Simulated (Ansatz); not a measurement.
Calculated with Ansatz (gas phase, PBE0-D4/def2-TZVP geometries, no zero-point term in ΔE). CBS: MP2 limit from def2 TZ/QZ plus the TZ coupled-cluster correction, frozen cores. This one scheme is used for every species. DFT in def2-TZVPP. def2 core potentials past Kr. For I outer-core shells are correlated without core-valence functions, which leaves a few kJ/mol of doubt a bond. Each species was taken in one conformer, which may not be the lowest.

Consider the substitution at a C–C bond: `C/C=C/I` + `N[Si](F)(F)F` → `CN[Si](F)(F)F` + `C=CI`.

```tsv
species	PBE energy (Eh)
`C/C=C/I`	-414.88116
`N[Si](F)(F)F`	-644.89928
`CN[Si](F)(F)F`	-684.15608
`C=CI`	-375.60442
```

Problem. Work out ΔE.

Solution. ΔE = (-684.15608) + (-375.60442) − (-414.88116) − (-644.89928) = 0.01994 Eh = +52.4 kJ/mol. CCSD(T)/CBS gives +53.2 kJ/mol.

Problem. What do rigid-rotor, harmonic-oscillator terms from PBE0-D4/def2-TZVP frequencies (298.15 K, 1 bar) make of the CCSD(T)/CBS value? (Best estimate.)

Solution. Computed: ΔZPE = +2.0 kJ/mol, ΔH = +54.6 kJ/mol, ΔS = 2 J/(mol·K), ΔG = +54.1 kJ/mol. Modes under 50 cm⁻¹ make the entropy rough.

Largest T1 diagnostic among the species: 0.011.

Leaving LDA and LC-ωPBE aside and taking each functional with its dispersion term where it has one, the values, not all of them listed here, spread over 9.5 kJ/mol, from BLYP-D4 to B97M-V. LDA lies +3.1 kJ/mol from PBE without D4. In def2-TZVPP, CCSD(T) changes the Hartree–Fock value by +3.8 kJ/mol (the triples alone add +0.7 kJ/mol) and MP2 by +8.7 kJ/mol.
